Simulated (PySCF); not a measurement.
## ClZrN, singlet: molecular constants

Method: PySCF, PBE0, basis Zr def2-TZVP with ECP28, N def2-TZVP, Cl def2-TZVP (scalar-relativistic core potentials, no spin–orbit coupling, density fitting).

The structure is a minimum.

```json
{
  "Point group": "Cs",
  "Bond lengths": "Zr–Cl 2.410 Å, Zr–N 1.689 Å",
  "Bond angles": "Cl–Zr–N 112.1°",
  "Enthalpy at 298.15 K above 0 K": "12.43 kJ/mol",
  "Principal quadrupole moments (Buckingham, traceless) about the centre of mass": "-18.54, 8.73, 9.81 D Å",
  "Principal polarisabilities": "34.8, 45.4, 73.1 bohr³",
  "Rotational symmetry number": "1",
  "Dipole moment": "7.11 D",
  "Heat capacity Cp at 298.15 K": "48.8 J/(mol K)",
  "Highest occupied level": "-6.44 eV",
  "Zero-point energy": "9.6 kJ/mol",
  "Rotational constants": "0.6458, 0.09766, 0.08484 cm⁻¹",
  "Lowest empty level": "-2.86 eV",
  "Entropy at 298.15 K and 1 bar": "290.3 J/(mol K)",
  "Atomisation energy without zero-point energy": "1023 kJ/mol"
}
```

Harmonic modes (masses in u: Zr 89.905, N 14.003, Cl 34.969):
```json
{"symmetry": "a'", "ω (cm⁻¹)": "184", "IR (km/mol)": "17.5"}
{"symmetry": "a'", "ω (cm⁻¹)": "368", "IR (km/mol)": "85.0"}
{"symmetry": "a'", "ω (cm⁻¹)": "1059", "IR (km/mol)": "152"}
```

Charges (e):
```tsv
atom	Mulliken	Löwdin	polar tensor	Mayer order to Zr1
Zr1	1.02	0.41	1.58	–
N2	-0.56	-0.37	-0.91	2.94
Cl3	-0.46	-0.04	-0.67	0.92
```

Mulliken populations on Zr1 (electrons outside its core potential): s 2.11, p 6.17, d 2.63, f 0.06.

Outer orbital energies (eV). occupied: -21.36, -17.30, -9.45, -8.70, -8.70, -7.30, -7.01, -6.44; empty: -2.86, -1.94, -1.88, -0.56.

Formally Zr is in oxidation state +4, d0. The polar-tensor charge on Zr, 1.58, is far below the formal one.

Stability towards spin polarisation was not tested. Only a few start shapes were tried, so a lower isomer may exist.

The final relaxation and frequency run took 38 s on 2 threads of a shared Intel Xeon 6975P-C (Granite Rapids) host, with 108 basis functions and 13 gradients; the process peaked at 0.96 GiB.
